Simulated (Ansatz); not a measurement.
Ga₂H⁻, relaxed as a singlet with RKS r2SCAN-D4/def2-TZVPD in Ansatz, starting from the GFN2-xTB geometry. Force threshold 0.02 eV/Å.

The restricted singlet is unstable: a solution with broken spin symmetry lies lower. The highest occupied level of the charge -1 singlet lies above zero (up to 1.43 eV). Its loss leaves the charge 0 doublet, which lies 0.71 eV higher (vertical, at r2SCAN-D4/def2-TZVPD), but this difference is unsure: the doublet is doubtful (geometry relaxed on an unsound state). An occupied level of the charge -1 singlet lies above an empty one (by up to 0.05 eV), so this SCF solution is probably not the lowest. At r2SCAN-D4/def2-TZVPD a triplet of charge -1 lies 0.80 eV below the restricted singlet, each at its own geometry. The structure comes from a short search, and lower isomers may exist.

Start:

```
atom    x (Å)    y (Å)    z (Å)
 Ga1  -0.1501  -0.1717  -0.1144
 Ga2   1.4049   1.5358   0.0918
  H3  -1.2548  -1.3641   0.0226
```

Q: Estimate the energy that the relaxation releases and the steps that it takes.

A: 1.8 kcal/mol, in 3 steps; 4.1 s on 4 threads of Arm Neoverse V2 on a shared host. No frequencies were taken in this run, so the end may be a saddle point.

Q: Does the start keep its bonding?

A: By distances, no bond broke or formed. The bond that changes most is Ga1–Ga2, from 2.32 to 2.46 Å (atoms count from 1).

Q: Predict the relaxed structure.

A: 
```
atom    x (Å)    y (Å)    z (Å)
 Ga1  -0.1781  -0.2046  -0.1471
 Ga2   1.4648   1.6022   0.1083
  H3  -1.2867  -1.3976   0.0388
```
Bond lengths (bridged metal pairs left out): 1 × Ga–Ga 2.46 Å; 1 × Ga–H 1.64 Å.
